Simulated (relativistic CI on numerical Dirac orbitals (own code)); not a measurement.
**Line list: Forbidden lines, Dy65+**

These numbers are calculated, not measured: Dirac equation for one electron, model QED (radiative potential, 1s self-energy scaled to tabulated hydrogen-like ionisation energies) (own radial code, finite nucleus).

Configuration list: 1s, 2s, 2p, 3s, 3p, 3d, 4s, 4p, 4d, 4f, 5s, 5p, 5d, 5f, 5g, 6s, 6p, 6d. Levels of other configurations are missing.

```
λ vac (Å)          Lower           Upper  Type   A (s⁻¹)  log gf
   0.2019   1s ²S1/2 [1]   6d ²D5/2 [30]    E2  7.81e+12   -3.54
   0.2019   1s ²S1/2 [1]   6d ²D3/2 [28]    E2  8.66e+12   -3.67
   0.2043   1s ²S1/2 [1]   5d ²D5/2 [22]    E2  1.28e+13   -3.32
   0.2044   1s ²S1/2 [1]   5d ²D3/2 [19]    E2  1.43e+13   -3.45
   0.2089   1s ²S1/2 [1]   4d ²D5/2 [15]    E2  2.25e+13   -3.05
   0.2091   1s ²S1/2 [1]   4d ²D3/2 [12]    E2  2.53e+13   -3.18
   0.2197   1s ²S1/2 [1]    3d ²D5/2 [9]    E2  3.98e+13   -2.76
   0.2200   1s ²S1/2 [1]    3d ²D3/2 [7]    E2  4.52e+13   -2.88
   0.2635   1s ²S1/2 [1]    2s ²S1/2 [3]    M1  5.10e+12   -3.97
   0.9798  2p ²P°3/2 [4]  5f ²F°7/2 [24]    E2  3.25e+12   -2.43
```

Terms are leading LS components. Brackets give the number of a level in order of energy, since labels repeat. The list gives strong lines, with weight on those to low levels. Levels whose partners in the same complex of configurations lie outside the list can be far off, and so can their lines. Rates are taken at the computed energies, electric ones in the length gauge.
